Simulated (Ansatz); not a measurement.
A nudged elastic band was laid between two geometries of a periodic cell of 30 atoms, Si$_{10}$H$_{4}$F (surface Si(100)-2x1, underside capped with H, adsorbate F2, already come apart at the first end).

The calculation used DFT PBE, scalar-relativistic, plane waves, PAW (Ansatz 0.2.0). Settings: PAW set soft_1, cutoff 420 eV, k mesh 2x2x1, gaussian smearing 0.05 eV, no spin polarisation.

| Item | Value |
| --- | --- |
| movable images | 5 |
| climbing image | yes |
| spring | 5.0 eV/Å² |
| optimiser | quadratic models (default) |
| start path | IDPP |
| force threshold | 0.05 eV/Å |
| iteration limit | 36 |
| end points | relaxed |
| atoms held | 1 to 12 |

Initial state:

```xyz
30
Lattice="7.6792 0.0000 0.0000 0.0000 7.6792 0.0000 0.0000 0.0000 18.2555" Properties=species:S:1:pos:R:3
H 3.144 0.000 1.000
H 0.696 0.000 1.000
H 6.983 0.000 1.000
H 4.535 0.000 1.000
H 3.144 3.840 1.000
H 0.696 3.840 1.000
H 6.983 3.840 1.000
H 4.535 3.840 1.000
Si 1.920 0.000 1.865
Si 5.759 0.000 1.865
Si 1.920 3.840 1.865
Si 5.759 3.840 1.865
Si 1.861 1.916 3.159
Si 5.695 1.929 3.185
Si 1.947 5.756 3.280
Si 5.794 5.755 3.250
Si -0.044 1.839 4.483
Si 3.750 1.853 4.553
Si 0.020 5.769 4.670
Si 3.900 5.776 4.665
Si -0.093 0.051 6.003
Si 4.020 0.035 6.034
Si 0.045 3.735 5.899
Si 4.096 3.797 5.972
Si 1.970 0.548 7.056
Si 5.820 0.457 7.566
Si 2.087 2.917 6.605
Si 5.920 2.851 7.210
F 5.900 3.614 8.654
F 9.591 0.260 8.659
```

Final state:

```xyz
30
Lattice="7.6792 0.0000 0.0000 0.0000 7.6792 0.0000 0.0000 0.0000 18.2555" Properties=species:S:1:pos:R:3
H 3.144 0.000 1.000
H 0.696 0.000 1.000
H 6.983 0.000 1.000
H 4.535 0.000 1.000
H 3.144 3.840 1.000
H 0.696 3.840 1.000
H 6.983 3.840 1.000
H 4.535 3.840 1.000
Si 1.920 0.000 1.865
Si 5.759 0.000 1.865
Si 1.920 3.840 1.865
Si 5.759 3.840 1.865
Si 1.918 1.918 3.183
Si 5.758 1.923 3.147
Si 1.920 5.752 3.268
Si 5.760 5.762 3.285
Si -0.024 1.882 4.491
Si 3.860 1.882 4.492
Si 0.012 5.774 4.688
Si 3.829 5.774 4.688
Si 0.067 0.080 5.999
Si 3.773 0.080 5.999
Si -0.038 3.761 5.958
Si 3.882 3.761 5.960
Si 1.920 0.540 7.434
Si 5.760 0.619 7.149
Si 1.922 2.732 6.687
Si 5.762 3.049 7.185
F 5.761 3.612 8.712
F 5.759 0.080 8.687
```

Q: What changes between the two ends?

A: Contacts lost: Si25–F30. Contacts made: Si26–F30. The atom that moves furthest is F30, by 3.84 Å.

Q: Give the energies along the band, and the barrier.

A: It converged. The highest image is number 3 of 0 to 6, 1.69 eV above the first end and 2.04 eV above the last; the last end lies 0.35 eV below the first. Neighbouring images differ by up to 1.4 eV, so the band resolves the path poorly. By the program's own check the climbing image is of a kind that is not told: the force calls were inconclusive, a negative curvature could not be distinguished from the path's own, the only one lies far off the path, or fixed occupations may fill a level only in part (lowest curvatures found: -4.00 and 0.27 eV/Å²). Limits of this set-up: coarse k mesh, thin slab, slab without dipole correction, no dispersion correction for a molecule that may bind weakly.

| image | path coordinate (Å) | energy (eV) | Si25–F30 (Å) | Si26–F30 (Å) |
| --- | --- | --- | --- | --- |
| 0 | 0.00 | 0.00 | 1.63 | 3.93 |
| 1 | 1.83 | 0.00 | 1.63 | 4.40 |
| 2 | 3.66 | 0.32 | 1.64 | 3.74 |
| 3 | 5.49 | 1.69 | 1.90 | 2.31 |
| 4 | 6.17 | 0.54 | 2.67 | 1.72 |
| 5 | 6.86 | -0.16 | 3.42 | 1.64 |
| 6 | 7.54 | -0.35 | 4.06 | 1.63 |

Q: What is the geometry of the highest image?

A: 
```xyz
30
Lattice="7.6792 0.0000 0.0000 0.0000 7.6792 0.0000 0.0000 0.0000 18.2555" Properties=species:S:1:pos:R:3
H 3.144 0.000 1.000
H 0.696 0.000 1.000
H 6.983 0.000 1.000
H 4.535 0.000 1.000
H 3.144 3.840 1.000
H 0.696 3.840 1.000
H 6.983 3.840 1.000
H 4.535 3.840 1.000
Si 1.920 0.000 1.865
Si 5.759 0.000 1.865
Si 1.920 3.840 1.865
Si 5.759 3.840 1.865
Si 2.048 1.911 3.197
Si 5.795 1.926 3.142
Si 1.900 5.758 3.251
Si 5.674 5.761 3.286
Si 0.054 1.932 4.390
Si 3.972 1.875 4.629
Si -0.041 5.736 4.591
Si 3.739 5.840 4.765
Si -0.071 0.076 5.766
Si 3.429 0.095 6.240
Si 0.007 3.759 5.895
Si 3.806 3.805 6.019
Si 1.281 0.545 7.677
Si 5.618 0.798 6.815
Si 1.877 2.631 6.736
Si 5.755 3.155 7.111
F 5.846 3.623 8.665
F 7.243 0.756 8.462
```

Time of the run: 33 min on 2 threads of Intel(R) Xeon(R) Platinum 8259CL CPU @ 2.50GHz (Skylake/Cascade Lake), on a shared host, peak memory 2.7 GiB.
